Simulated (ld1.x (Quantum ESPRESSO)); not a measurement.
## Configuration tests for arsenic (As) (PAW)

- Element: As
- Generator: ld1.x (Quantum ESPRESSO) 7.5
- Type: PAW
- Functional: PBE
- Relativity: scalar-relativistic
- Frozen core: [Ar]
- Valence charge: 15
- Reference configuration: 3d10 4s2 4p3
- Partial waves: 4s (bound): rcut 1.35, rcutus 1.45 bohr; 4s channel at -0.7 Ry: rcut 1.35, rcutus 1.45 bohr; 4p (bound): rcut 1.50, rcutus 1.75 bohr; 4p channel at 3.75 Ry: rcut 1.50, rcutus 1.75 bohr; 3d (bound): rcut 0.80, rcutus 0.85 bohr; 3d channel at -2.6 Ry: rcut 0.80, rcutus 0.85 bohr
- Local potential: all-electron potential smoothed inside 1.35 bohr (lloc = -2)
- Core correction: Bessel-smoothed model core, default radius (core density twice the valence density)
- Augmentation charge: BESSEL, radius 0.90 bohr

Energies are relative to the spin-unpolarised reference configuration 3d10 4s2 4p3; without spin polarisation the order of configurations can differ from experiment.

```json
{"valence configuration": "3d10 4s2 4p2", "charge": "+1", "ΔE all-electron (eV)": "9.149", "error AE − PS (meV)": "-1.2"}
{"valence configuration": "3d10 4s2 4p1", "charge": "+2", "ΔE all-electron (eV)": "27.067", "error AE − PS (meV)": "-3.5"}
{"valence configuration": "3d10 4s2 4p0", "charge": "+3", "ΔE all-electron (eV)": "54.770", "error AE − PS (meV)": "-8.2"}
{"valence configuration": "3d9 4s2 4p4", "charge": "0", "ΔE all-electron (eV)": "40.098", "error AE − PS (meV)": "-302"}
{"valence configuration": "3d10 4s1 4p0", "charge": "+4", "ΔE all-electron (eV)": "105.417", "error AE − PS (meV)": "-25"}
{"valence configuration": "3d10 4s0 4p5", "charge": "0", "ΔE all-electron (eV)": "19.056", "error AE − PS (meV)": "-2.8"}
```

Q: What are ΔE and the potential's error for 3d10 4s2 4p3.3?

A: ΔE = -1.234 eV all-electron; the error (AE − PS) is +0.2 meV.

Levels in the configuration 3d9 4s2 4p4:

```csv
level,all-electron (eV),pseudo (eV)
3d,-51.323,-51.931
4s,-16.752,-16.753
4p,-6.464,-6.471
```
